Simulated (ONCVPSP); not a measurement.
Potentials for C compared

Generated with ld1.x 7.5 (TM, RRKJ, ultrasoft, PAW), atompaw 4.2 or ONCVPSP 4.0.1. The cutoff is in Ry: for ld1.x and atompaw files where the sum of valence levels is converged to 10 mRy in a Bessel basis, for ONCV files where the hardest occupied wave has 1 mHa per electron of residual kinetic energy. The error is the largest all-electron minus pseudo excitation energy over each file’s own four to seven test configurations (ionisations up to +4, promotions, holes and added fractions of an electron), all of which were solved. The labels leave out finer settings (local radius, basis sizes, second energies), which also bear on the numbers. Spin-polarised tests are not counted. The rows are a selection from randomly drawn settings: files with unsolved tests, undetermined cutoffs or missed reference levels are left out.

A true bound ghost makes a file unfit for plane-wave use even where its test errors are small: the radial tests pick states by their node count and pass the ghost by.

```csv
potential,cutoff (Ry),largest error (meV),bound ghosts
"ONCV, PBE, scalar-relativistic, rc 1.10/1.65/1.80 (spd), local smoothed, core correction yes, reference 2s2 2p1.5, qcut 6.5/9/5, projectors 2/2/1",44,+103,none
"ONCV, BLYP, non-relativistic, rc 1.25/2.15/1.90 (spd), local smoothed, core correction yes, reference 2s2 2p1, qcut 6.3/8/5, projectors 2/2/2",36,+365,none
"ONCV, PBE, scalar-relativistic, rc 0.80/2.95 (sp), local s, core correction yes, reference 2s2 2p2, qcut 7.7/4.6, projectors 0/2",40,+2634,none
"ONCV, PBE, non-relativistic, rc 1.10/2.65/2.20 (spd), local smoothed, core correction yes, reference 2s2 2p1, qcut 4.5/6.4/5, projectors 2/2/3",144,+620,none
"ONCV, PBEsol, fully relativistic, rc 0.55/1.75 (sp), local smoothed, core correction no, reference 1s2 2s2 2p2, qcut 20.8/8.5, projectors 3/1",365,+233,none
"ONCV, LDA (Perdew-Wang 92), scalar-relativistic, rc 1.10/2.10 (sp), local smoothed, core correction no, reference 2s2 2p2, qcut 5.4/6.9, projectors 2/2",58,+735,none
```

Question: Fill in the row for C: ONCV, PBE, fully relativistic, rc 0.85/3.15 (sp), local smoothed, core correction yes, reference 2s2 2p2, qcut 5.6/3.8, projectors 3/2.

Answer: cutoff 44 Ry, largest error +3456 meV, bound ghosts: s, p3/2, p1/2.

Question: Fill in the row for C: ONCV, LDA (Perdew-Wang 92), scalar-relativistic, rc 1.15/3.20 (sp), local smoothed, core correction yes, reference 2s2 2p2, qcut 6.9/5.2, projectors 2/2.

Answer: cutoff 36 Ry, largest error +2422 meV, bound ghosts: none.
